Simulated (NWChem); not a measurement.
System: C₃H₂BrCl; SMILES C(Cl)=C=CBr

NWChem input:

```
start job
memory heap 200 mb stack 900 mb global 1100 mb
geometry units angstroms noautoz
  Cl     0.469997    -3.146082    -0.116595
  C     -0.579927    -1.920870     0.550990
  C     -0.722907    -0.720654     0.026539
  C     -0.872252     0.480599    -0.480773
  Br     0.212032     1.969712     0.024850
  H     -1.117524    -2.252183     1.455109
  H     -1.627368     0.742887    -1.239015
end
basis spherical
  Cl library def2-svp
  C library def2-svp
  Br library def2-svp
  H library def2-svp
end
dft
  xc pbe0
  iterations 150
end
tddft
  cis
  nroots 8
  notriplet
end
task tddft energy
```

Coordinates come from a PBE-D3(BJ)/def2-SVP optimisation.

Vertical excitations in the gas phase.

Task: Predict the main results of this run. (PBE0/def2-SVP, TDA.) Quantities: lowest excitation, singlet (eV); oscillator strength of that lowest state; orbital gap (eV).

Result: 
```json
{
 "lowest excitation, singlet (eV)": "4.72",
 "oscillator_strength_of_that_lowest_state": "0.000",
 "orbital gap (eV)": "6.31"
}
```
